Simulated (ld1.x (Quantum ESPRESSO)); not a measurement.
## scandium (Sc): one change to a TM semilocal potential, before and after

Sc (Z = 21), norm-conserving Troullier–Martins (semilocal form), made with ld1.x (Quantum ESPRESSO) 7.5 (BLYP, non-relativistic). Core [Ar], reference 3d1 4s1.5 4p0.5. Waves: 4s (bound): rc 2.15 bohr; 3d (bound): rc 1.85 bohr; 4p (bound): rc 4.20 bohr. Local part: the p channel. Core correction: a·sin(br)/r model core inside 1.65 bohr.

Change: all radii but the core radius scaled by about 0.88 (s 1.88, p 3.68, d 1.62 bohr).

Cutoffs: the cutoffs (Ry, on a coarse ladder) from which the occupation-weighted sum of valence levels, in a spherical-Bessel basis at the reference potential, stays within 10 and 1 mRy of its value at 400 Ry; they do not see the model core or the augmentation charge, which bear on the density cutoff. Errors are all-electron minus pseudo energies relative to the spin-unpolarised reference configuration.

**Question.** What does the change do?

**Answer.** The potential gets harder (50 Ry and 70 Ry → 60 Ry and 80 Ry); the number of tests that count goes from 7 to 6; of the 6 tests that both files solve, the error grows in 3 and shrinks in 3 by more than 15 % and 0.3 meV (median size 10.7 → 8.2 meV); neither file shows a bound ghost at the reference potential, the only one tested. A smaller radius makes the pseudo-wave follow the all-electron one further in, where it bends more sharply, so more plane waves are needed. A semilocal file is local in each channel, so a ghost entry of none says nothing of the separable form that plane-wave codes build from it.

| quantity | base | changed |
| --- | --- | --- |
| cutoff, loose | 50 Ry | 60 Ry |
| cutoff, tight | 70 Ry | 80 Ry |
| loose cutoff by channel (10 mRy a level) | s 12 Ry, d 50 Ry, p 6 Ry | s 18 Ry, d 60 Ry, p 6 Ry |
| bound ghosts | none | none |
| tests counted (converged, no solver errors) | 7 of 7 | 6 of 7 |
| error for 3d1 4s2 4p0, meV [ΔE -1.36 eV] | 0.0 | +0.6 |
| error for 3d1 4s1 4p0, meV [ΔE 5.42 eV] | +1.0 | +6.4 |
| error for 3d1 4s0 4p0, meV [ΔE 18.25 eV] | -16 | -8.2 |
| error for 3d2 4s0 4p0, meV [ΔE 6.06 eV] | -156 | -104 |
| error for 3d1 4s0 4p2, meV [ΔE 4.34 eV] | -5.1 | -8.2 |
| error for 3d2 4s1 4p0, meV [ΔE 0.18 eV] | -92 | -43 |

Base: ld1.x printed “convergence not achieved” for 1 of the counted tests; its residual had stalled under 1e-8, short of the target of 1e-14. Changed file: Tests not counted: 3d0 4s2 4p0 (solver errors, printed error -14.6 eV).
